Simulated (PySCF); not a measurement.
**Polarisability and C₆ of Ge²⁺ (germanium, charge +2)**

[Ar] 3d10 4s2, closed-shell 1S. Calculation: PySCF 2.14, in ANO-RCC-VTZP (6s5p3d1f, 43 functions); the spin-free X2C one-electron Hamiltonian (Gaussian nucleus). Coupled (time-dependent) response in atomic units; α is the mean over directions. The basis has no added diffuse functions, which lowers α and C₆.

```tsv
method	mean α (bohr³)	C₆ (like pair)	S(−4)
UHF	11.87	46.60	70.91
PBE	10.09	37.49	50.06
PBE0	10.55	39.75	55.16
LC-wPBE	10.72	40.68	57.30
BLYP	9.779	35.94	46.88
```

S(−4) is the Cauchy moment in α(ω) = α(0) + S(−4) ω² + …

α(iu) at UHF:

```
u (hartree)  α(iu) (bohr³)
          0          11.87
     0.0500          11.70
      0.100          11.20
      0.200          9.607
      0.300          7.805
      0.500          4.997
      0.750          3.086
       1.00          2.117
       1.50          1.245
       2.00         0.8738
       3.00         0.5562
       5.00         0.3316
```

For an ion, C₆ is the dispersion term alone; charge-induced terms of lower order in 1/R come first.
